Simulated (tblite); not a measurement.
A geometry optimisation, step by step.

Compound: C4H10BOP.
Bonds: C1–C2 (double), C2–C3, C3–O4, C2–B5, B5–C6, B5–P7. Hydrogens: H8, H9 on C1; H10, H11 on C3; H12 on O4; H13, H14, H15 on C6; H16, H17 on P7.

Computed with GFN2-xTB (tblite), gas phase: L-BFGS steps from a force-field or distance-geometry start until the largest atomic force falls under 0.01 eV/Å. 8 of its 158 geometries are shown.

Step 0: E = -582.4102 eV, largest atomic force 1.607 eV/Å
```
atom  x, y, z in Å  |  force x, y, z in eV/Å
C1      0.332   -1.210   -1.382   -0.164   0.359   0.230
C2      0.508   -0.225   -0.489   -0.434   0.060   0.188
C3      1.888   -0.048    0.138   -0.135   0.694  -1.038
O4      1.928   -0.704    1.356    1.063  -0.182   1.192
B5     -0.703    0.678    0.009    0.145  -0.150  -0.118
C6     -2.145    0.557   -0.683    0.437   0.154   0.242
P7     -0.441    1.998    1.401   -0.764  -1.189   0.751
H8      1.150   -1.844   -1.683   -0.050  -0.069  -0.081
H9     -0.642   -1.398   -1.829    0.384   0.015   0.116
H10     2.082    1.038    0.284   -0.090  -0.185  -0.118
H11     2.668   -0.444   -0.541   -0.140   0.045   0.014
H12     2.829   -0.539    1.738   -1.080  -0.291  -0.247
H13    -2.558   -0.455   -0.489    0.140   0.690  -0.352
H14    -2.834    1.308   -0.262    0.118  -0.435  -0.319
H15    -2.052    0.740   -1.771   -0.269  -0.318   0.560
H16    -0.171    0.997    2.434   -0.144   0.851  -0.836
H17    -1.845    2.109    1.759    0.984  -0.050  -0.183
```

Step 22: E = -582.6632 eV, largest atomic force 0.110 eV/Å
```
atom  x, y, z in Å  |  force x, y, z in eV/Å
C1      0.329   -1.211   -1.383   -0.007  -0.009   0.026
C2      0.462   -0.227   -0.492    0.052  -0.023   0.017
C3      1.828    0.009    0.117    0.011  -0.013   0.029
O4      1.810   -0.589    1.402    0.001  -0.013   0.058
B5     -0.731    0.635    0.035    0.061  -0.041  -0.082
C6     -2.120    0.578   -0.712    0.010  -0.021   0.013
P7     -0.408    1.873    1.416   -0.008   0.036   0.010
H8      1.165   -1.813   -1.712   -0.021   0.023   0.018
H9     -0.627   -1.465   -1.810    0.018   0.027  -0.017
H10     2.014    1.091    0.212    0.009  -0.018  -0.047
H11     2.624   -0.438   -0.496   -0.051   0.012  -0.038
H12     2.690   -0.526    1.786   -0.003   0.039   0.024
H13    -2.568   -0.401   -0.543   -0.045   0.012   0.007
H14    -2.839    1.324   -0.377    0.028   0.005  -0.030
H15    -2.005    0.672   -1.791   -0.041   0.041   0.026
H16     0.053    1.038    2.409    0.012  -0.010  -0.048
H17    -1.684    2.009    1.928   -0.026  -0.048   0.034
```

Step 45: E = -582.6829 eV, largest atomic force 0.042 eV/Å
```
atom  x, y, z in Å  |  force x, y, z in eV/Å
C1      0.331   -1.221   -1.389   -0.006   0.005   0.015
C2      0.464   -0.243   -0.492   -0.003   0.026  -0.002
C3      1.827   -0.012    0.126    0.009  -0.008  -0.005
O4      1.807   -0.537    1.443   -0.005   0.012  -0.004
B5     -0.730    0.631    0.009   -0.011   0.013   0.038
C6     -2.128    0.604   -0.728    0.000  -0.009  -0.003
P7     -0.446    1.857    1.414   -0.015  -0.039   0.005
H8      1.158   -1.843   -1.696    0.010   0.001  -0.002
H9     -0.618   -1.442   -1.847   -0.014   0.000   0.000
H10     2.035    1.070    0.155    0.000  -0.021  -0.019
H11     2.609   -0.508   -0.467    0.008   0.005  -0.002
H12     2.663   -0.377    1.853   -0.008   0.003   0.000
H13    -2.627   -0.346   -0.533    0.002  -0.011   0.013
H14    -2.807    1.389   -0.400    0.028   0.009   0.004
H15    -2.033    0.678   -1.809    0.016   0.005  -0.010
H16     0.177    1.048    2.335   -0.007   0.002  -0.019
H17    -1.690    1.809    2.014   -0.005   0.008  -0.009
```

Step 67: E = -582.6878 eV, largest atomic force 0.054 eV/Å
```
atom  x, y, z in Å  |  force x, y, z in eV/Å
C1      0.310   -1.215   -1.389    0.015  -0.041   0.020
C2      0.475   -0.243   -0.490    0.003   0.002  -0.035
C3      1.857   -0.018    0.091   -0.031  -0.002   0.013
O4      1.823   -0.424    1.449   -0.017   0.005   0.002
B5     -0.718    0.621    0.034   -0.010  -0.046  -0.020
C6     -2.101    0.621   -0.736    0.012   0.013   0.001
P7     -0.479    1.789    1.487   -0.001   0.032   0.003
H8      1.127   -1.834   -1.728    0.004  -0.009   0.011
H9     -0.656   -1.441   -1.809    0.034   0.037  -0.005
H10     2.115    1.050    0.020   -0.022  -0.014   0.005
H11     2.612   -0.599   -0.459   -0.037   0.009   0.004
H12     2.678   -0.255    1.857    0.006   0.025  -0.048
H13    -2.651   -0.290   -0.492    0.026   0.026  -0.015
H14    -2.746    1.456   -0.462    0.023   0.002   0.015
H15    -1.985    0.634   -1.818   -0.006  -0.016   0.020
H16     0.086    0.952    2.416    0.000  -0.031   0.022
H17    -1.755    1.754    2.017   -0.001   0.008   0.006
```

Step 90: E = -582.7796 eV, largest atomic force 0.123 eV/Å
```
atom  x, y, z in Å  |  force x, y, z in eV/Å
C1      0.281   -1.289   -1.378    0.018   0.036  -0.054
C2      0.467   -0.334   -0.466    0.031   0.048  -0.085
C3      1.873   -0.055    0.015    0.042  -0.014   0.018
O4      1.831    0.314    1.375    0.065   0.016   0.052
B5     -0.707    0.514    0.123   -0.018  -0.045  -0.052
C6     -1.999    0.777   -0.754    0.025  -0.040   0.014
P7     -0.510    1.331    1.807    0.005  -0.011  -0.062
H8      1.087   -1.906   -1.741    0.055  -0.033  -0.015
H9     -0.683   -1.478   -1.817   -0.039  -0.055   0.103
H10     2.292    0.762   -0.594   -0.070   0.057   0.014
H11     2.530   -0.927   -0.122   -0.084  -0.065   0.019
H12     2.692    0.641    1.656   -0.053   0.022  -0.006
H13    -2.836    0.188   -0.378    0.025   0.001   0.046
H14    -2.325    1.815   -0.706    0.034   0.005   0.014
H15    -1.871    0.507   -1.801   -0.012   0.092   0.019
H16    -0.275    0.252    2.627   -0.012  -0.021  -0.021
H17    -1.854    1.447    2.145   -0.012   0.007  -0.006
```

Step 112: E = -582.7973 eV, largest atomic force 0.032 eV/Å
```
atom  x, y, z in Å  |  force x, y, z in eV/Å
C1      0.298   -1.342   -1.361   -0.011   0.004   0.018
C2      0.469   -0.356   -0.479    0.003  -0.002  -0.027
C3      1.870   -0.054    0.004    0.006   0.021   0.007
O4      1.826    0.295    1.371    0.008   0.013   0.006
B5     -0.695    0.504    0.103    0.013   0.000   0.001
C6     -1.985    0.824   -0.746   -0.004  -0.005  -0.003
P7     -0.494    1.294    1.800   -0.012  -0.015  -0.019
H8      1.120   -1.947   -1.714   -0.023  -0.022   0.002
H9     -0.673   -1.586   -1.754   -0.020   0.005  -0.001
H10     2.264    0.780   -0.598    0.007  -0.007   0.022
H11     2.527   -0.925   -0.140    0.015   0.018  -0.009
H12     2.631    0.754    1.625    0.008   0.004   0.003
H13    -2.809    0.208   -0.384   -0.013  -0.010  -0.026
H14    -2.311    1.857   -0.619    0.018  -0.003   0.009
H15    -1.879    0.631   -1.811   -0.007   0.005  -0.017
H16    -0.321    0.179    2.586    0.005  -0.010   0.020
H17    -1.845    1.445    2.105    0.008   0.005   0.012
```

Step 135: E = -582.8032 eV, largest atomic force 0.021 eV/Å
```
atom  x, y, z in Å  |  force x, y, z in eV/Å
C1      0.267   -1.396   -1.296    0.005   0.009  -0.001
C2      0.465   -0.367   -0.471    0.002   0.006   0.000
C3      1.866   -0.021   -0.021    0.005  -0.005  -0.001
O4      1.843    0.279    1.360    0.008   0.010  -0.004
B5     -0.692    0.506    0.102   -0.001  -0.002   0.003
C6     -1.955    0.860   -0.775   -0.004   0.004   0.001
P7     -0.494    1.255    1.816   -0.012  -0.010  -0.005
H8      1.070   -2.031   -1.641    0.001   0.007   0.011
H9     -0.719   -1.644   -1.649    0.015  -0.012   0.008
H10     2.200    0.854   -0.598    0.011   0.000  -0.007
H11     2.561   -0.850   -0.215    0.002  -0.013  -0.005
H12     2.626    0.782    1.606   -0.006  -0.014  -0.006
H13    -2.768    0.180   -0.512   -0.001   0.010  -0.017
H14    -2.326    1.864   -0.574   -0.010  -0.001   0.002
H15    -1.790    0.763   -1.846   -0.011   0.003   0.006
H16    -0.317    0.122    2.576   -0.004   0.008   0.002
H17    -1.843    1.402    2.126   -0.001   0.000   0.013
```

Step 157: E = -582.8046 eV, largest atomic force 0.008 eV/Å
```
atom  x, y, z in Å  |  force x, y, z in eV/Å
C1      0.265   -1.417   -1.265   -0.001   0.002   0.002
C2      0.459   -0.366   -0.468    0.001  -0.001   0.005
C3      1.863   -0.010   -0.033    0.001   0.001  -0.003
O4      1.848    0.315    1.342   -0.004  -0.003  -0.006
B5     -0.699    0.510    0.100    0.002  -0.001   0.001
C6     -1.950    0.888   -0.785    0.003   0.000   0.001
P7     -0.514    1.233    1.825    0.000  -0.005  -0.003
H8      1.072   -2.054   -1.594    0.000   0.003   0.000
H9     -0.720   -1.685   -1.605   -0.002   0.001  -0.003
H10     2.197    0.853   -0.628    0.000  -0.003   0.003
H11     2.556   -0.845   -0.217   -0.005   0.000   0.002
H12     2.648    0.790    1.581    0.003   0.005   0.002
H13    -2.760    0.188   -0.574    0.002   0.000  -0.002
H14    -2.338    1.878   -0.547   -0.004  -0.003   0.001
H15    -1.764    0.841   -1.856    0.002   0.001   0.001
H16    -0.306    0.095    2.570    0.000   0.002  -0.001
H17    -1.864    1.345    2.146    0.001   0.002   0.000
```

Q: Summarise the path.

A: The energy falls by 9.10 kcal/mol from step 0 to step 157; nine tenths of that is first reached at step 86. It rises by more than 0.2 meV at steps 72 and 73. The largest force goes from 1.607 to 0.008 eV/Å. Among the bonds P7–H16 changes most, from 1.464 to 1.376 Å; the atoms move by 0.690 Å rms after alignment.

What follows is the cost of the whole relaxation. Hardware: one thread of an Arm Neoverse V2, no GPU (shared host). Cost: 0.77 s of wall time.
